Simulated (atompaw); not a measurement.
Before and after: PAW (atompaw) potential for technetium (Tc)

```
Element                 : Tc
Generator               : atompaw 4.2.0.5
Type                    : PAW
Functional              : PBE
Relativity              : scalar-relativistic
Frozen core             : [Kr]
Valence charge          : 7
Reference configuration : 4d5 5s1.75 5p0.25
Partial waves           : 5s (bound): rc 2.90 bohr; 5s channel at 0.1 Ry: rc 2.95 bohr; 5p (bound): rc 2.95 bohr; 5p channel at 2.05 Ry: rc 2.95 bohr; 4d (bound): rc 1.70 bohr; 4d channel at 0.05 Ry: rc 2.95 bohr
Local potential         : ultrasoft scheme with l = 3 at 0 Ry, radius 2.65 bohr
Core correction         : smooth core density matched at 2.80 bohr
Augmentation charge     : sinc compensation charge, radius 2.80 bohr; PAW radius 2.95 bohr; waves and projectors: custom rrkj vanderbiltortho
```

Change: local potential ultrasoft scheme with l = 3 at 0 Ry, radius 2.54 bohr.

Cutoffs: the cutoffs (Ry, on a coarse ladder) from which the occupation-weighted sum of valence levels, in a spherical-Bessel basis at the reference potential, stays within 10 and 1 mRy of its value at 400 Ry; they do not see the model core or the augmentation charge, which bear on the density cutoff.

**Question.** What does the change do?

**Answer.** The potential gets neither clearly harder nor softer (35 Ry and 55 Ry → 35 Ry and 55 Ry); the range in which the s phases agree widens (upper end 0.8 → at the end of the scan); neither file shows a bound ghost.

```tsv
quantity	base	changed
cutoff, loose	35 Ry	35 Ry
cutoff, tight	55 Ry	55 Ry
bound ghosts	none	none
s: phases at 2.96 bohr within 0.05 rad from the reference energy up to (Ry; the scan ends near 5)	0.8	to the end of the scan
p: phases at 2.96 bohr within 0.05 rad from the reference energy up to (Ry; the scan ends near 5)	3.6	3.5
d: phases at 2.96 bohr within 0.05 rad from the reference energy up to (Ry; the scan ends near 5)	0.2	0.2
lowest overlap eigenvalue by channel	s 0.17, p 0.58, d 0.28	s 0.16, p 0.57, d 0.27
```

 The cutoffs see the waves, projectors and local potential, not the compensation charge or the core.
